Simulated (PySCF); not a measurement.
# Ta⁺ (tantalum, charge +1) across methods

[Xe] 4f14 5d3 6s1, high-spin 5F determinant. Calculation: PySCF 2.14, in aug-cc-pVTZ-PP with one added diffuse shell each of s, p, d, f, g type with ECP60MDF (7s7p6d4f3g, 113 functions); scalar relativity through the core potential. The B2PLYP total includes its PT2 part (frozen core); its orbital energies are those of the SCF part.

| method | E (hartree) | mean ε 5p β (eV) | mean ε 6s α (eV) | mean ε 5d α (eV) | Σ⟨r²⟩ (bohr²) | ⟨S²⟩ |
| --- | --- | --- | --- | --- | --- | --- |
| M06-2X | -56.9163 | -49.076 | -14.004 | -13.854 | 40.35 | 6.001 |
| PBE0 | -57.0198 | -47.065 | -12.841 | -12.851 | 40.52 | 6.002 |
| PBE | -57.0492 | -44.915 | -12.160 | -11.586 | 40.68 | 6.001 |
| LDA | -56.8714 | -44.887 | -12.410 | -11.556 | 40.86 | 6.000 |
| TPSS | -57.0283 | -45.143 | -12.040 | -11.590 | 40.69 | 6.001 |
| r2SCAN | -57.0641 | -45.669 | -12.373 | -11.951 | 40.43 | 6.002 |
| B2PLYP | -56.8475 | -49.148 | -13.327 | -13.897 | 40.69 | 6.002 |
| UHF | -56.53449 | -52.458 | -14.445 | -16.116 | 40.91 | 6.006 |

Energies and moments cover only the electrons outside the core potential. Spin-orbit coupling, absent here, splits the open shell strongly.
